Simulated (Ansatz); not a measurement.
Two members of one family (Series GeH2X2), computed with Ansatz in the gas phase. The two geometries come from different levels. Binding counts from free atoms in the multiplicity of their measured ground term, without zero-point energy. A dash marks a value that wasn't run or was left out as unsound. The structures are stationary points that may keep the symmetry of their start.

First: Ge(NH2)2H2 (singlet, charge 0, PBE0-D4/def2-TZVP geometry).

Cartesian coordinates in Å:
```
Ge -0.574 -0.042 -0.375
N -0.103 1.546 0.432
H 0.762 1.955 0.110
H -0.100 1.531 1.443
N 0.513 -1.515 -0.165
H 0.605 -1.854 0.781
H 1.433 -1.434 -0.574
H -0.604 0.243 -1.882
H -1.932 -0.430 0.228
```

```
             level  HOMO (eV)  LUMO (eV)  gap (eV)  vertical IE (eV)  vertical triplet (eV)  binding per atom (eV)
   PBE-D4/def2-SVP      -5.11       0.35      5.47                 –                      –                   3.21
  PBE-D4/def2-TZVP      -5.44      -0.23      5.21              8.76                   5.18                   3.23
    B3LYP-D4/6-31G      -6.27       0.63      6.89                 –                      –                   3.06
 PBE0-D4/def2-TZVP      -6.87       0.58      7.45              9.01                   5.59                   3.16
PBE0-D4/def2-TZVPD      -6.95       0.01      6.96                 –                      –                   3.17
```

Second: Ge(SiH3)2H2 (singlet, charge 0, PBE-D4/def2-SVP geometry).

```xyz
11

Ge   -0.3162   -0.3179    0.8861
Si    1.9819   -0.0581    0.2683
H     2.2897   -0.9343   -0.9169
H     2.8984   -0.4350    1.4014
H     2.2449    1.3749   -0.1128
Si   -1.7443    0.2965   -0.9341
H    -1.4477   -0.5730   -2.1266
H    -1.4934    1.7323   -1.3125
H    -3.1958    0.1384   -0.5657
H    -0.6307    0.5704    2.1226
H    -0.5868   -1.7944    1.2903
```

**Question.** Estimate how these quantities change from the first to the second (second minus first).

**Answer.** 
```json
{"level": "PBE-D4/def2-SVP", "Δ HOMO (eV)": "-1.78", "Δ LUMO (eV)": "-1.08", "Δ gap (eV)": "0.70", "Δ vertical IE (eV)": "–", "Δ vertical triplet (eV)": "–", "Δ binding per atom (eV)": "-0.41"}
{"level": "PBE-D4/def2-TZVP", "Δ HOMO (eV)": "-1.45", "Δ LUMO (eV)": "-0.74", "Δ gap (eV)": "0.72", "Δ vertical IE (eV)": "0.82", "Δ vertical triplet (eV)": "0.36", "Δ binding per atom (eV)": "-0.42"}
{"level": "B3LYP-D4/6-31G", "Δ HOMO (eV)": "-1.46", "Δ LUMO (eV)": "-0.64", "Δ gap (eV)": "0.81", "Δ vertical IE (eV)": "–", "Δ vertical triplet (eV)": "–", "Δ binding per atom (eV)": "-0.37"}
{"level": "PBE0-D4/def2-TZVP", "Δ HOMO (eV)": "-1.05", "Δ LUMO (eV)": "-0.74", "Δ gap (eV)": "0.31", "Δ vertical IE (eV)": "0.75", "Δ vertical triplet (eV)": "0.20", "Δ binding per atom (eV)": "-0.35"}
{"level": "PBE0-D4/def2-TZVPD", "Δ HOMO (eV)": "-0.97", "Δ LUMO (eV)": "-0.31", "Δ gap (eV)": "0.66", "Δ vertical IE (eV)": "–", "Δ vertical triplet (eV)": "–", "Δ binding per atom (eV)": "-0.36"}
```
